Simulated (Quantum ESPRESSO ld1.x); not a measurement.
Results of a calculation; reference values are marked as such.
All-electron atom: Os2+ in [Xe] 4f14 5d5 6p1 (not the ground configuration). Level of theory: scalar-relativistic Kohn-Sham, LDA (Slater exchange, Perdew-Zunger correlation), spin-unpolarised, spherical densities, point nucleus (ld1.x of Quantum ESPRESSO 7.5).

Unscreened Slater integrals over Kohn-Sham orbitals (eV). Empty in this configuration: 5f, 6s.

integral     value
F0(5f,5f)   4.5646
F2(5f,5f)   2.3799
F4(5f,5f)   1.5468
F6(5f,5f)   1.1300
F0(5f,6p)   5.5061
F2(5f,6p)   2.4453
G2(5f,6p)   1.9858
G4(5f,6p)   1.3299
F0(5f,6s)   5.7101
G3(5f,6s)   1.1445
F0(5f,5d)   5.8858
F2(5f,5d)   1.2303
F4(5f,5d)  0.53341
G1(5f,5d)  0.74524
G3(5f,5d)  0.43727
G5(5f,5d)  0.30263
F0(5f,5p)   5.9400
F2(5f,5p)  0.71776
G2(5f,5p)  0.15397
G4(5f,5p)  0.10297
F0(6p,6p)   7.7473
F2(6p,6p)   4.2483
F0(6p,6s)   8.4922
G1(6p,6s)   5.2759
F0(6p,5d)   9.3550
F2(6p,5d)   3.2836
G1(6p,5d)   1.6143
G3(6p,5d)   1.3041
F0(6p,5p)   9.7567
F2(6p,5p)   2.3548
G0(6p,5p)  0.43963
G2(6p,5p)  0.59461
F0(6s,6s)   9.6378
F0(6s,5d)   11.166
G2(6s,5d)   2.9209
F0(6s,5p)   11.848
G1(6s,5p)  0.98439
F0(5d,5d)   15.010
F2(5d,5d)   7.7893
F4(5d,5d)   5.1462
F0(5d,5p)   17.248
F2(5d,5p)   8.4291
G1(5d,5p)   10.033
G3(5d,5p)   6.1970
F0(5p,5p)   21.105
F2(5p,5p)   11.374

Derived for the open shells (J is the average intra-shell exchange parameter used in DFT+U). 5d: Racah B = F2/49 - 5 F4/441 = 0.1006 eV, C = 35 F4/441 = 0.4084 eV, C/B = 4.06, F4/F2 = 0.661, J = (F2 + F4)/14 = 0.9240 eV. 6p: J = F2/5 = 0.8497 eV.
